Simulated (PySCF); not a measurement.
Choosing a molecule for a target property.

All species are isolated and taken at one optimised geometry, non-relativistic unless stated; the electronic structure was computed with PySCF and density fitting.

Dipoles, sizes and rotational constants follow the conformer. The torsions of the flexible species, by atom-mapped SMILES:
- `[NH2:1][c:2]1[cH:3][cH:4][cH:5][cH:6][c:7]1[F:8]`: H–N1–C2–C3 165°, H–N1–C2–C3 22°
- `[NH2:1][c:2]1[cH:3][cH:4][c:5]([F:6])[cH:7][cH:8]1`: H–N1–C2–C3 -21°, H–N1–C2–C3 -162°
- `[N:1]#[C:2][C:3]#[C:4][CH2:5][CH2:6][F:7]`: C4–C5–C6–F7 -179°
- `[CH:1]#[C:2][C:3](=[CH2:4])[c:5]1[cH:6][cH:7][cH:8][s:9]1`: C2–C3–C5–C6 0°
- `[CH2:1]=[CH:2][Si@@H:3]([OH:4])[S:5][CH3:6]`: C1–C2–Si3–O4 -135°, C2–Si3–S5–C6 -175°, H–O4–Si3–C2 54°

Question: Wanted: electronic spatial extent ⟨r²⟩ about the centre of nuclear charge below 700 bohr² (wB97X-D/def2-SVPD) and smallest rotational constant above 1.3 GHz (GFN2-xTB), at GFN2-xTB geometries. Which candidate meets both?
A. `Nc1ccc(F)cc1`
B. `Fc1ccccc1N`
C. `Fc1ccncc1`
D. `N#CC#CCCF`

Answer: C. Computed values:
| species | electronic spatial extent ⟨r²⟩ about the centre of nuclear charge | smallest rotational constant |
| --- | --- | --- |
| Fc1ccncc1 | 620 bohr² | 1.820 GHz |
| Fc1ccccc1N | 850 bohr² | 1.338 GHz |
| Nc1ccc(F)cc1 | 944 bohr² | 1.165 GHz |
| N#CC#CCCF | 1257 bohr² | 0.797 GHz |

Question: Wanted: HOMO energy below -10 eV (wB97X-D/def2-SVPD) and lowest triplet excitation (Tamm–Dancoff) above 4.2 eV (TDA wB97X-D/def2-SVPD), at GFN2-xTB geometries. Which candidate meets both?
A. `s1c(ccc1)C(C#C)=C`
B. `Fc1ccc(cc1)N`
C. `c1cnccc1F`
D. `N#CC#CCCF`
E. `NC1=CC=CC=C1F`

Answer: D. Computed values:
```
          species  HOMO energy  lowest triplet excitation (Tamm–Dancoff)
        N#CC#CCCF    -10.46 eV                                   4.32 eV
        c1cnccc1F     -9.64 eV                                   4.47 eV
s1c(ccc1)C(C#C)=C     -8.14 eV                                   2.75 eV
    NC1=CC=CC=C1F     -7.85 eV                                   4.00 eV
     Fc1ccc(cc1)N     -7.69 eV                                   3.77 eV
```

Question: Wanted: lowest singlet excitation below 4.6 eV (TDDFT wB97X-D/def2-SVPD) and HOMO–LUMO gap below 9.2 eV (wB97X-D/def2-SVPD), at GFN2-xTB geometries. Which candidate meets both?
A. `O[Si@H](C=C)SC`
B. `Fc1ccncc1`
C. `c1cc(F)c(cc1)N`
D. `C#CC(=C)C1=CC=CS1`
E. `NC1=CC=C(F)C=C1`

Answer: D. Computed values:
| species | lowest singlet excitation | HOMO–LUMO gap |
| --- | --- | --- |
| C#CC(=C)C1=CC=CS1 | 4.50 eV | 8.16 eV |
| NC1=CC=C(F)C=C1 | 4.71 eV | 9.01 eV |
| c1cc(F)c(cc1)N | 5.00 eV | 9.37 eV |
| Fc1ccncc1 | 5.30 eV | 10.55 eV |
| O[Si@H](C=C)SC | 5.60 eV | 9.65 eV |
